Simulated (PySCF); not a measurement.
B2HO2, SMILES B(=[OH+])B=O, charge +1. Atoms are numbered in the order given.

```xyz
5

O      0.0000     0.0000    -2.1414
B      0.0000     0.0000    -0.9357
B      0.0000     0.0000     0.7004
O      0.0000     0.0000     1.9257
H      0.0000     0.0000     2.9024
```
Charge +1, spin multiplicity 1.

Geometry optimised at PBE-D3(BJ)/def2-TZVP. The isomer is the one that the SMILES or the coordinates give; other isomers of the formula were not compared. One conformer was computed; it need not be the lowest.

These are PySCF 2.14.0 with TDDFT-B3LYP/def2-SVPD values and carry that method's errors.

Vertical excitations; the highest root listed may be one member of a degenerate set.  State labels are in the subgroup C2v.

Estimate the UV-visible absorptions. (The exact figures need the calculation; the answer reports its results.)


| state | symmetry | energy (eV) | λ (nm) | f | main pairs |
|---|---|---|---|---|---|
| S1 | A2 | 4.96 | 250 | 0.000 | HOMO→LUMO 50 %, HOMO−1→LUMO+1 50 % |
| S2 | A1 | 5.13 | 242 | 0.000 | HOMO−1→LUMO, HOMO→LUMO+1 (degenerate set) |
| S3 | A2 | 5.13 | 242 | 0.000 | HOMO−1→LUMO+1, HOMO→LUMO (degenerate set) |
| S4 | B1 | 6.56 | 189 | 0.001 | HOMO−2→LUMO (degenerate set) |
| S5 | B2 | 6.56 | 189 | 0.001 | HOMO−2→LUMO+1 (degenerate set) |
| S6 | A1 | 7.03 | 176 | 0.328 | HOMO→LUMO+1 47 %, HOMO−1→LUMO 47 % |
| S7 | B2 | 8.74 | 142 | 0.001 | HOMO→LUMO+2 (degenerate set) |
| S8 | B1 | 8.74 | 142 | 0.001 | HOMO−1→LUMO+2 (degenerate set) |
| S9 | A2 | 8.83 | 140 | 0.000 | HOMO−4→LUMO+1 50 %, HOMO−3→LUMO 50 % |
| S10 | A1 | 8.96 | 138 | 0.000 | HOMO−3→LUMO+1 50 %, HOMO−4→LUMO 50 % |
| T1 | A1 | 4.26 | 291 | 0 | HOMO−1→LUMO 48 %, HOMO→LUMO+1 48 % |
| T2 | A1 | 4.54 | 273 | 0 | HOMO→LUMO+1, HOMO−1→LUMO (degenerate set) |
| T3 | A2 | 4.54 | 273 | 0 | HOMO→LUMO, HOMO−1→LUMO+1 (degenerate set) |
| T4 | A2 | 4.97 | 249 | 0 | HOMO−1→LUMO+1 50 %, HOMO→LUMO 50 % |
Triplets are in the Tamm–Dancoff approximation, which puts them higher than full response would, so one can lie above its singlet here.
